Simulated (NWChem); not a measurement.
System: CH4MgSe; SMILES [SeH][Mg][CH3]

```xyz
7

Mg     0.1371    -1.1630     0.0095
C      0.3894    -3.2346     0.0282
H     -0.3182    -3.7379    -0.6523
H      0.2307    -3.6576     1.0346
H      1.4057    -3.5230    -0.2902
Se    -0.1239     1.2689    -0.0060
H     -1.5660     1.1074    -0.2666
```
Atoms are numbered in this order, from 1.

Level: PBE0/def2-SVP (NWChem), optimised geometry, unscaled harmonic frequencies. This build's default masses of Se (78.918 u) and Br (79.917 u) are each other's, which moves their modes by up to 0.6 %.

```
frequency (cm⁻¹)  IR intensity (km/mol)
----------------  ---------------------
24                                  2.8
109                                21.1
115                                18.7
276                                 7.0
472                                 3.2
585                                72.7
587                                76.2
589                                61.2
1145                                0.1
1422                                0.1
1422                                0.0
2434                               16.0
3039                               15.4
3140                                6.9
3142                                6.8
```

```
Quantity                                                                           Result
-----------------------------------------------------------------------  ----------------
zero-point energy                                                           26.4 kcal/mol
thermal correction to the enthalpy at 298.15 K (with zero-point energy)     31.0 kcal/mol
heat capacity Cv                                                         18.5 cal/(mol K)
entropy at 298.15 K and 1 atm (symmetry number 1)                        81.5 cal/(mol K)
dipole moment                                                                      1.61 D
```

Rigid rotor and harmonic oscillator; modes under 100 cm⁻¹ make the entropy uncertain.
